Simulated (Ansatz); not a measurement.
The cluster Al₄N₄⁻. Charge -1, multiplicity 2. Geometry r2SCAN-D4/def2-SVPD.

```
atom   x (Å)   y (Å)   z (Å)
 Al1   3.570   0.535   3.611
 Al2  -3.577  -0.569  -3.600
 Al3  -1.164  -0.180  -1.176
 Al4   1.166   0.191   1.172
  N5   2.357   0.379   2.374
  N6  -0.552   0.045   0.540
  N7   0.554  -0.028  -0.545
  N8  -2.355  -0.373  -2.376
```

Another isomer (doublet) lies 0.81 eV lower at PBE0-D4/def2-TZVPD; other spin states weren't run for this one.

Task: Estimate the α-spin orbital energies around the gap (eV) in Ansatz with PBE-D4/def2-TZVPD, BLYP-D4/def2-TZVPD, r2SCAN-D4/def2-TZVPD, PBE0-D4/def2-TZVPD.

Result: 
```
orbital  PBE-D4/def2-TZVPD  BLYP-D4/def2-TZVPD  r2SCAN-D4/def2-TZVPD  PBE0-D4/def2-TZVPD
 HOMO−5              -2.32               -2.10                 -2.57               -3.41
 HOMO−4              -2.28               -2.06                 -2.52               -3.40
 HOMO−3              -2.09               -1.88                 -2.34               -3.32
 HOMO−2              -1.80               -1.65                 -2.20               -3.22
 HOMO−1              -1.71               -1.56                 -1.90               -2.61
   HOMO              -1.70               -1.52                 -1.83               -2.54
   LUMO               0.97                1.12                  1.28                1.68
 LUMO+1               1.63                1.79                  1.82                2.31
 LUMO+2               1.75                1.91                  1.93                2.43
 LUMO+3               1.77                1.92                  1.95                2.44
 LUMO+4               1.81                1.95                  1.99                2.45
 LUMO+5               2.04                2.16                  2.37                2.67
 β HOMO              -1.71               -1.56                 -1.83               -2.54
 β LUMO              -0.23               -0.09                  0.10                0.99
```
